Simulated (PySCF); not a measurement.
How methods differ on the excitation energy of Si²⁺

Si²⁺ [Ne] 3s2 (1S) → Si²⁺ [Ne] 3d2 (3F), as a difference of total energies. Computed with PySCF 2.14 in aug-cc-pCVQZ-DK, with the spin-free X2C one-electron Hamiltonian (Gaussian nucleus). Correlated levels: valence: [Ne] frozen; valence and next inner shell: 1s2 frozen; nothing frozen. The calculations carry no spin-orbit coupling.

```csv
method,excitation energy (eV)
UHF,35.279
LDA,35.078
PBE0,34.816
r2SCAN,34.446
M06,34.638
TPSS,34.251
r2SCAN0,34.912
MP2 (valence),35.980
SCS-MP2 (valence),36.302
MP2 (valence and next inner shell),36.358
SCS-MP2 (valence and next inner shell),36.606
MP2 (all electrons),36.352
```

**Question.** Estimate what PBE gives.

**Answer.** 34.410 eV, closest to r2SCAN among the rows shown.

**Question.** Estimate what SCS-MP2 (all electrons) gives.

**Answer.** 36.603 eV, closest to SCS-MP2 (valence and next inner shell) among the rows shown.

The upper state lies above the first ionisation limit, where it may autoionise and the basis confines it.

The promoted electron is Rydberg-like, and one or two diffuse shells describe it only roughly, which tends to raise the upper state.
